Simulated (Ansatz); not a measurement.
Reaction (SMILES): [CH2][N](C)[GeH3] → [CH3][Ge]([CH3])[NH2]
Each molecule is optimised on its own at B3LYP-D3(BJ)/def2-TZVP (Ansatz, an electronic-structure program), one conformer each, not searched for the lowest.

Quantity: isomerisation energy (electronic energy difference), in kcal/mol. Valence correlation only, unless marked. Open shells are spin-unrestricted. Spin-orbit coupling is left out. Frozen are the shells of the preceding noble gas and the d and f shells that filled before the atom's block. No relativistic terms. Basis-set limits of correlation are two-point, X^-3; Hartree-Fock from the larger set.

```
level                                program  isomerisation energy (kcal/mol)
----------------------------  --------------  -------------------------------
revPBE/def2-TZVPD                     Ansatz                            -43.4
PBE0/6-31G*                           Ansatz                            -38.0
r2SCAN0/def2-TZVPD                    Ansatz                            -40.8
LC-wPBE-D3(BJ)/def2-TZVPD     Ansatz + dftd3                            -39.3
LC-wPBE-D4/def2-TZVPD         Ansatz + dftd4                            -39.1
LC-wPBE/def2-TZVPD                    Ansatz                            -39.4
wB97M-V/def2-TZVPD                    Ansatz                       (withheld)
wB97X-V/def2-TZVPD                    Ansatz                       (withheld)
B2PLYP-D3(BJ)/def2-TZVPD      Ansatz + dftd3                            -41.5
B2PLYP-D4/def2-TZVPD          Ansatz + dftd4                            -41.3
SCS-MP2/STO-3G                        Ansatz                            -27.9
SCS-MP2/6-31G*                        Ansatz                            -41.2
SCS-MP2/cc-pVDZ                       Ansatz                            -36.6
SCS-MP2/cc-pVTZ                       Ansatz                            -43.3
CCSD/cc-pVQZ                          Ansatz                       (withheld)
CCSD(T)/CBS(cc-pVTZ,cc-pVQZ)          Ansatz                            -42.9
```

Problem. Some entries are withheld; supply them.

Solution. 
- wB97M-V/def2-TZVPD, isomerisation energy (kcal/mol): -41.7
- wB97X-V/def2-TZVPD, isomerisation energy (kcal/mol): -38.5
- CCSD/cc-pVQZ, isomerisation energy (kcal/mol): -42.0
